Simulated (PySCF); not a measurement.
System: C₂H₃O, net charge 0, doublet state. It need not be the lowest isomer of its formula. SMILES: [CH]=CO
Structure (B3LYP-D3(BJ)/def2-TZVP (Ansatz) minimum search):
```xyz
6

C      1.2891     0.0507    -0.0240
C      0.0483    -0.1691     0.3224
O     -1.0340     0.1977    -0.4313
H      2.2697    -0.1307     0.3733
H     -0.1818    -0.6739     1.2637
H     -1.8400    -0.0664     0.0231
```
Charge 0, spin multiplicity 2.

Dispersion corrections to the total energy (kcal/mol) from the dftd3 and dftd4 libraries through PySCF: D3(BJ) without and D4 with the three-body term, each with the damping fitted for the functional named.

```tsv
functional	D3(BJ)	D4
BHLYP	-2.09	-1.56
PBE0	?	-1.19
B2PLYP	-1.22	-1.00
PW6B95	?	-1.31
HSE06	-0.93	?
LC-wPBE	-1.41	-1.60
TPSSh	-1.79	-1.78
```

Question: Complete the blanks.

Answer: 
- PBE0, D3(BJ): -1.34
- PW6B95, D3(BJ): -0.69
- HSE06, D4: -1.09
